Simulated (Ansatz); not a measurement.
C8H16Cl2N2Sn⁺, that is SnCl2(pyrrolidide)2 with one electron fewer, relaxed as a doublet with UKS PBE-D4/def2-SVP in Ansatz, starting from the PBE-D4/def2-SVP geometry of the neutral singlet. Force threshold 0.03 eV/Å.

In the def2 sets Sn takes a core potential; there is no spin–orbit coupling. The relaxation made no stability test and no search for a lower SCF solution.

Start:

| atom | x (Å) | y (Å) | z (Å) |
| --- | --- | --- | --- |
| Sn1 | -0.271 | -0.365 | -1.203 |
| Cl2 | -0.884 | 0.430 | -3.367 |
| Cl3 | -0.181 | -2.754 | -1.307 |
| N4 | -1.567 | 0.037 | 0.317 |
| C5 | -2.820 | -0.704 | 0.479 |
| C6 | -3.360 | -0.155 | 1.819 |
| C7 | -2.739 | 1.267 | 1.942 |
| C8 | -1.874 | 1.427 | 0.668 |
| H9 | -2.633 | -1.797 | 0.485 |
| H10 | -3.553 | -0.489 | -0.339 |
| H11 | -3.028 | -0.798 | 2.658 |
| H12 | -4.468 | -0.140 | 1.831 |
| H13 | -3.504 | 2.064 | 2.011 |
| H14 | -2.104 | 1.337 | 2.847 |
| H15 | -2.465 | 1.950 | -0.126 |
| H16 | -0.943 | 2.008 | 0.830 |
| N17 | 1.503 | 0.571 | -0.742 |
| C18 | 2.189 | 0.029 | 0.442 |
| C19 | 3.127 | -1.092 | -0.072 |
| C20 | 3.370 | -0.728 | -1.565 |
| C21 | 2.539 | 0.563 | -1.786 |
| H22 | 1.466 | -0.300 | 1.218 |
| H23 | 2.788 | 0.857 | 0.891 |
| H24 | 2.624 | -2.077 | 0.011 |
| H25 | 4.066 | -1.148 | 0.514 |
| H26 | 4.442 | -0.571 | -1.799 |
| H27 | 3.006 | -1.540 | -2.228 |
| H28 | 3.180 | 1.464 | -1.631 |
| H29 | 2.095 | 0.654 | -2.797 |

Q: Estimate the energy that the relaxation releases and the steps that it takes.

A: 46.3 kJ/mol, in 30 steps; 83 s on 2 threads of AMD EPYC 7R13 on a shared host and a share (18 GiB) of an NVIDIA H100 80GB HBM3. The force fell under the threshold at step 27, but the optimiser went on. No frequencies were taken in this run, so the end may be a saddle point.

Q: Does the start keep its bonding?

A: By distances, no bond broke or formed. The bond that changes most is Sn1–N4, from 2.04 to 2.20 Å (atoms count from 1).

Q: Predict the relaxed structure.

A: 
Cartesian coordinates in Å:
```
Sn -0.181 -0.863 -1.060
Cl -1.007 -0.032 -3.094
Cl -0.590 -3.125 -0.554
N -1.724 0.001 0.240
C -2.907 -0.675 0.722
C -3.477 0.233 1.821
C -3.039 1.635 1.360
C -1.671 1.366 0.715
H -2.667 -1.725 1.000
H -3.612 -0.767 -0.148
H -3.015 -0.029 2.796
H -4.572 0.126 1.929
H -3.737 2.035 0.595
H -2.981 2.373 2.181
H -1.368 2.052 -0.109
H -0.823 1.423 1.450
N 1.463 0.108 -0.286
C 2.417 -0.766 0.437
C 3.428 -1.269 -0.613
C 3.402 -0.182 -1.727
C 2.311 0.816 -1.276
H 1.902 -1.571 1.001
H 2.914 -0.110 1.189
H 3.103 -2.254 -1.009
H 4.435 -1.416 -0.177
H 4.380 0.322 -1.849
H 3.147 -0.623 -2.712
H 2.758 1.674 -0.723
H 1.709 1.246 -2.101
```
Bond lengths: 6 × C–C 1.54 to 1.56 Å; 4 × C–N 1.44 to 1.48 Å; 2 × Cl–Sn 2.35 Å; 2 × N–Sn 2.06 to 2.20 Å; 16 × C–H 1.11 to 1.12 Å.
